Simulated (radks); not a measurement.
The nuclear charge of neutral technetium is varied continuously with 43 electrons held in [Kr] 4d5 5s2. Calculated with a radial shooting solver on a logarithmic mesh with Libxc functionals: scalar-relativistic Kohn-Sham, PBEsol, spin-unpolarised, spherical densities, finite nucleus; Fermi nuclear charge, rms radius 4.4112 fm. By the Hellmann-Feynman theorem dE/dZ = E(electron-nucleus)/Z, the electronic potential at the nucleus (averaged over a nucleus of fixed radius). The scalar-relativistic energy here is not variational (the density holds large components alone), so the two differ by a part that grows with Z.

Z,E (hartree),E(electron-nucleus)/Z (hartree),HOMO,e(HOMO) (eV),<r> HOMO (bohr)
42.75,-4223.34511,-238.202,5s,-3.398,3.442
43,-4283.27875,-240.117,5s,-5.082,3.281
43.25,-4343.69384,-242.029,5s,-6.908,3.141
43.5,-4404.58994,-243.940,5s,-8.866,3.019
43.75,-4465.96680,-245.850,5s,-10.947,2.911
44,-4527.82425,-247.759,5s,-13.146,2.813

The central difference of E at Z = 43 is -240.697 hartree, to compare with the third column; the second derivative is -7.7 hartree.
